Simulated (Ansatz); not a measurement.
Wavefunction ladder for CH$_{5}$BO$_{2}$Si, SMILES `O=CB(O)[SiH3]`

Cartesian coordinates in Å:
```
O -0.948 -0.235 2.470
C -0.970 -0.463 1.280
B 0.198 0.206 0.365
O 1.053 0.936 1.092
Si 0.398 -0.002 -1.638
H -1.775 -1.108 0.871
H 0.779 0.903 2.028
H -0.864 0.423 -2.310
H 0.600 -1.443 -1.963
H 1.530 0.782 -2.195
```

Charge 0, multiplicity 1. The geometry is a stationary point of PBE0-D4/def2-TZVP. It is one conformer, not always the lowest. Frozen core, restricted reference, Ansatz 0.2.0. CBS rows extrapolate triple and quadruple zeta; past MP2 they add the triple-zeta difference.

```tsv
basis	HF (Eh)	MP2 corr.	CCSD corr.	(T)	CCSD(T) total
def2-SVP	?	-0.67589	-0.72214	?	?
def2-TZVPP	-504.24043	-0.84435	-0.88202	-0.03601	-505.15846
def2-QZVPP	?	-0.90777	–	–	–
CBS(def2)	?	-0.95475	-0.99243	as TZ	?
```

Q: Fill in the withheld values. (Estimate.)

A: The calculation gave: def2-SVP HF (Eh): -503.88257; def2-SVP (T): -0.02178; def2-SVP CCSD(T) total: -504.62649; def2-QZVPP HF (Eh): -504.25909; CBS(def2) HF (Eh): -504.26166; CBS(def2) CCSD(T) total: -505.29010.
